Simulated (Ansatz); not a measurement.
`[CH3][Ge]([SH])([Cl])[Cl]` → `[CH2]` (triplet) + `[SH][GeH]([Cl])[Cl]` at 298.15 K and 1 bar (formal loss of a carbene).

Computed with Ansatz on PBE0-D4/def2-TZVP structures; ΔE is electronic, products minus reactants. CBS: MP2 limit from def2 TZ/QZ plus the TZ coupled-cluster correction, frozen cores. This one scheme is used for every species. Triplets are unrestricted, without spin–orbit coupling. For Ge outer-core shells are correlated without core-valence functions, which leaves a few kJ/mol of doubt a bond. Scalar relativity is left out up to krypton. One conformer a species, not always the lowest.

```json
{"species": "`[CH3][Ge]([SH])([Cl])[Cl]`", "CCSD(T)/CBS energy (Eh)": "-3434.03428", "H − E (kJ/mol)": "154.2", "S (J/(mol·K))": "392.9"}
{"species": "`[CH2]` (triplet)", "CCSD(T)/CBS energy (Eh)": "-39.09499", "H − E (kJ/mol)": "55.4", "S (J/(mol·K))": "195.3"}
{"species": "`[SH][GeH]([Cl])[Cl]`", "CCSD(T)/CBS energy (Eh)": "-3394.75336", "H − E (kJ/mol)": "73.2", "S (J/(mol·K))": "354.1"}
```

H − E and S are ideal-gas, rigid-rotor, harmonic terms from PBE0-D4/def2-TZVP, for one conformer and one mirror image of each species, with the whole ground term of open shells counted as degenerate. 1 Eh = 2625.50 kJ/mol, R = 8.31446 J/(mol·K).

Task: By hand: ΔE, ΔH, ΔS and ΔG.

Result: ΔE = (-39.09499) + (-3394.75336) − (-3434.03428) = 0.18593 Eh = 488.2 kJ/mol. Δ(H − E) = 55.4 + 73.2 − 154.2 = -25.6, so ΔH = 462.6 kJ/mol. ΔS = 195.3 + 354.1 − 392.9 = 156.5 J/(mol·K). ΔG = 462.6 − 298.15 × (156.5)/1000 = 415.9 kJ/mol.

Task: By hand: the equilibrium constant, and the temperature at which ΔG would vanish if ΔH and ΔS stayed fixed.

Result: log₁₀ K = −ΔG/(RT ln 10) = -72.9. ΔG = 0 at ΔH/ΔS = 2956 K, far beyond where these terms or the molecules hold.

The number of gas molecules changes by +1, which sets the sign of ΔS. A doubt of 5 kJ/mol in ΔE shifts log₁₀ K by 0.9 here. Other conformers and mirror images would add mixing entropy, several J/(mol·K) or more a flexible species. A triplet takes part, so the spin changes. These are equilibria of isolated gas molecules and say nothing of rates. Largest T1 diagnostic: 0.011 (customary marks: 0.02 for closed shells, 0.045 for open ones).
